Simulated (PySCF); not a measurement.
# Sb⁺ (antimony, charge +1) across methods

[Kr] 4d10 5s2 5p2, high-spin 3P determinant. All numbers are calculated (PySCF 2.14, the spin-free X2C one-electron Hamiltonian (Gaussian nucleus), in x2c-TZVPPall with one added diffuse shell each of s, p, d, f type (9s7p5d3f, 76 functions)).

```json
{"method": "TPSS", "E (hartree)": "-6480.10", "mean ε 5s α (eV)": "-21.288", "mean ε 5s β (eV)": "-19.607", "mean ε 5p α (eV)": "-12.651", "Σ⟨r²⟩ (bohr²)": "47.87", "⟨S²⟩": "2.002"}
{"method": "PBE0", "E (hartree)": "-6480.04", "mean ε 5s α (eV)": "-22.779", "mean ε 5s β (eV)": "-20.708", "mean ε 5p α (eV)": "-13.687", "Σ⟨r²⟩ (bohr²)": "47.87", "⟨S²⟩": "2.003"}
{"method": "LDA", "E (hartree)": "-6474.20", "mean ε 5s α (eV)": "-21.429", "mean ε 5s β (eV)": "-20.231", "mean ε 5p α (eV)": "-12.650", "Σ⟨r²⟩ (bohr²)": "47.79", "⟨S²⟩": "2.001"}
{"method": "wB97X", "E (hartree)": "-6480.60", "mean ε 5s α (eV)": "-25.360", "mean ε 5s β (eV)": "-23.454", "mean ε 5p α (eV)": "-15.731", "Σ⟨r²⟩ (bohr²)": "47.85", "⟨S²⟩": "2.002"}
{"method": "wB97X-V", "E (hartree)": "-6480.08", "mean ε 5s α (eV)": "-25.397", "mean ε 5s β (eV)": "-23.205", "mean ε 5p α (eV)": "-15.788", "Σ⟨r²⟩ (bohr²)": "47.92", "⟨S²⟩": "2.003"}
{"method": "r2SCAN", "E (hartree)": "-6480.39", "mean ε 5s α (eV)": "-21.707", "mean ε 5s β (eV)": "-19.841", "mean ε 5p α (eV)": "-12.941", "Σ⟨r²⟩ (bohr²)": "47.86", "⟨S²⟩": "2.004"}
{"method": "UHF", "E (hartree)": "-6477.63760", "mean ε 5s α (eV)": "-26.731", "mean ε 5s β (eV)": "-22.341", "mean ε 5p α (eV)": "-16.389", "Σ⟨r²⟩ (bohr²)": "48.53", "⟨S²⟩": "2.009"}
{"method": "CAM-B3LYP", "E (hartree)": "-6480.73", "mean ε 5s α (eV)": "-24.356", "mean ε 5s β (eV)": "-22.323", "mean ε 5p α (eV)": "-14.876", "Σ⟨r²⟩ (bohr²)": "47.94", "⟨S²⟩": "2.002"}
{"method": "PBE", "E (hartree)": "-6479.95", "mean ε 5s α (eV)": "-21.166", "mean ε 5s β (eV)": "-19.772", "mean ε 5p α (eV)": "-12.561", "Σ⟨r²⟩ (bohr²)": "47.91", "⟨S²⟩": "2.001"}
```
